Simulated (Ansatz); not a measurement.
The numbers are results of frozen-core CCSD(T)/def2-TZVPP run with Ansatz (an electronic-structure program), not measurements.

Ansatz 0.2 input:
```yaml
crystal:
  periodic: [false, false, false]
  atoms:
    - { symbol: I, position_ang: [0.0, 0.0, 0.0] }
basis:
  gaussian: { orbitals: def2-TZVPP }
correlation:
  method: ccsd_t
magnetization:
  spin_polarized: true
  initial_magnetization: 1
```

Output:

```
Functional definition: HF
336 factors; integrals over basis functions are off by at most 1.8e-4 eV
mean field evaluation 1: about -8072.3084 eV, gradient 4.7e0 eV
mean field evaluation 2: about -8072.3088 eV, gradient 4.7e0 eV
mean field evaluation 4: about -8072.4861 eV, gradient 4.6e-1 eV
mean field evaluation 8: about -8072.4909 eV, gradient 5.2e-3 eV
mean field evaluation 16: about -8072.4874 eV, gradient 5.8e-1 eV
mean field evaluation 32: about -8072.4908 eV, gradient 3.1e-3 eV
mean field evaluation 64: about -8072.4908 eV, gradient 2.0e-2 eV
mean field -8072.49085288 eV, -296.6585671125 hartree, gradient 5.2e-6 eV, S^2 0.759764; 4 other end points of the search recorded, 0 dependent functions left out
4 core orbitals not correlated
reference -8072.49085288 eV, -296.6585671125 hartree; 9, 8 occupied and 37, 38 virtual orbitals, 336 factors
second order -12.71019879 eV of doubles, -0.00000000 eV of singles
cycle   1  -11.86552547 eV  change    8.4e-1 eV  update   5.5e-2
cycle   2  -12.12968206 eV  change   -2.6e-1 eV  update   1.3e-2
cycle   3  -12.13707144 eV  change   -7.4e-3 eV  update   4.8e-3
cycle   4  -12.13517709 eV  change    1.9e-3 eV  update   8.9e-4
cycle   5  -12.13570150 eV  change   -5.2e-4 eV  update   1.6e-4
cycle   6  -12.13563482 eV  change    6.7e-5 eV  update   4.5e-5
cycle   7  -12.13563699 eV  change   -2.2e-6 eV  update   1.1e-5
perturbative correction -0.19453701 eV, -0.0071491031 hartree
Total energy: -8084.82102687 eV, -297.1116926491 hartree
```

Cost: roughly 2.6 core-seconds.
